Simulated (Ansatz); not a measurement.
Ansatz (an electronic-structure program) input (CCSD(T)/aug-cc-pVDZ):

Ansatz 0.2 input:
```yaml
crystal:
  periodic: [false, false, false]
  atoms:
    - {symbol: B, position_ang: [1.23064426, 0.07062978, -0.26220421]}
    - {symbol: O, position_ang: [0.06860450, -0.29693456, 0.33940966]}
    - {symbol: C, position_ang: [-1.15244660, 0.15858542, -0.01888637]}
    - {symbol: H, position_ang: [2.22679952, -0.41658462, 0.16611487]}
    - {symbol: H, position_ang: [1.20448738, 0.84657476, -1.17142803]}
    - {symbol: H, position_ang: [-1.98421933, -0.22164513, 0.54956749]}
    - {symbol: H, position_ang: [-1.23444531, 0.86247006, -0.83519233]}
basis:
  gaussian:
    orbitals: aug-cc-pVDZ
magnetization: {spin_polarized: true, initial_magnetization: 1}
correlation: {method: ccsd_t, electrons: outside_noble_gas}
output: {forces: true}
```

Output:

```
Functional definition: HF
integrals: 0.24 GiB planned
1021 factors; integrals over basis functions are off by at most 8.0e-4 eV
mean field: 0.27 GiB planned
mean field evaluation 1: about -3800.3261 eV, gradient 1.9e1 eV
mean field evaluation 2: about -3800.3259 eV, gradient 1.9e1 eV
mean field evaluation 4: about -3802.2517 eV, gradient 3.0e0 eV
mean field evaluation 8: about -3802.3175 eV, gradient 1.5e-1 eV
mean field evaluation 16: about -3802.3084 eV, gradient 7.0e-1 eV
mean field -3802.31796631 eV, -139.7326079580 hartree, gradient 1.8e-6 eV, S^2 0.762779; 0 other end points of the search recorded, 0 dependent functions left out
3 core orbitals not correlated
reference -3802.31796631 eV, -139.7326079580 hartree; 9, 8 occupied and 93, 94 virtual orbitals, 1021 factors
densities: 1.84 GiB planned
second order -10.99716284 eV of doubles, -0.00000000 eV of singles
coupled cluster: 1.03 GiB planned
cycle   1  -11.49933666 eV  change   -5.0e-1 eV  update   9.0e-2
cycle   2  -11.84456870 eV  change   -3.5e-1 eV  update   2.8e-2
cycle   3  -11.94855107 eV  change   -1.0e-1 eV  update   1.9e-2
cycle   4  -11.94541074 eV  change    3.1e-3 eV  update   7.7e-3
cycle   5  -11.94507532 eV  change    3.4e-4 eV  update   3.9e-3
cycle   6  -11.94642184 eV  change   -1.3e-3 eV  update   1.8e-3
cycle   7  -11.94609170 eV  change    3.3e-4 eV  update   7.9e-4
cycle   8  -11.94620490 eV  change   -1.1e-4 eV  update   3.2e-4
cycle   9  -11.94628198 eV  change   -7.7e-5 eV  update   1.0e-4
cycle  10  -11.94622645 eV  change    5.6e-5 eV  update   4.6e-5
cycle  11  -11.94624647 eV  change   -2.0e-5 eV  update   2.1e-5
cycle  12  -11.94625396 eV  change   -7.5e-6 eV  update   8.2e-6
cycle  13  -11.94625643 eV  change   -2.5e-6 eV  update   3.5e-6
cycle  14  -11.94625794 eV  change   -1.5e-6 eV  update   1.2e-6
perturbative correction -0.35407606 eV, -0.0130120553 hartree
the calculation of the forces begins
Total energy: -3814.61830030 eV, -140.1846368950 hartree
Atom 0 at     1.230644     0.070630    -0.262204 Å, force     0.315874     0.207998    -0.290714 eV/Å
Atom 1 at     0.068604    -0.296935     0.339410 Å, force     0.206381    -0.717511     0.814239 eV/Å
Atom 2 at    -1.152447     0.158585    -0.018886 Å, force    -0.378650     0.260207    -0.251073 eV/Å
Atom 3 at     2.226800    -0.416585     0.166115 Å, force     0.313939    -0.164136     0.147446 eV/Å
Atom 4 at     1.204487     0.846575    -1.171428 Å, force    -0.029702     0.256244    -0.297192 eV/Å
Atom 5 at    -1.984219    -0.221645     0.549567 Å, force    -0.373883    -0.167277     0.251241 eV/Å
Atom 6 at    -1.234445     0.862470    -0.835192 Å, force    -0.053959     0.324476    -0.373948 eV/Å
Dipole moment:    -0.173644     0.091112    -0.081938 e Å
```

It need not be the lowest isomer of its formula.
